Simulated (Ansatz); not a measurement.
Total energies of AsP3 from Ansatz at PBE0-D4/def2-TZVP, gas phase (1 Eh = 27.2114 eV = 2625.5 kJ/mol). The reference geometry is relaxed at r2SCAN-D4/def2-SVP.

```xyz
4

P    -0.162    1.218   -0.602
P    -0.107   -0.968   -0.961
P    -1.021   -0.173    0.894
As    1.291   -0.078    0.669
```

```tsv
state	geometry	energy (Eh)
charge 0 singlet	reference	-3259.39645
charge 1 doublet	reference	-3259.05288
charge 0 triplet	relaxed at r2SCAN-D4/def2-SVP	-3259.32749
charge 0 quintet	relaxed at r2SCAN-D4/def2-SVP	-3259.26472
free P atom (quartet)	–	-341.13505
free As atom (quartet)	–	-2235.53903
```

Problem. Work out the vertical ionisation energy to the doublet.

Solution. E(charge 1 doublet) − E(charge 0 singlet) = -3259.05288 − (-3259.39645) = 0.34357 Eh = 9.35 eV. For comparison, −ε of the highest occupied level is 7.39 eV at this level, 1.96 eV less.

Problem. Which of the charge 0 states is lowest, and how far above it are the others?

Solution. The singlet. triplet: -3259.32749 − (-3259.39645) = 0.06896 Eh = 181.1 kJ/mol; quintet: -3259.26472 − (-3259.39645) = 0.13173 Eh = 345.9 kJ/mol. The triplet differs in its bonds from the reference. The quintet differs in its bonds from the reference.

Problem. What is the binding energy per atom against free atoms?

Solution. Atoms: 3 × (-341.13505) + 1 × (-2235.53903) = -3258.94418 Eh. Binding: -3258.94418 − (-3259.39645) = 0.45227 Eh = 12.31 eV, or 3.08 eV for each of 4 atoms (no zero-point energy, no counterpoise term).

The structure comes from a short search, and lower isomers may exist.
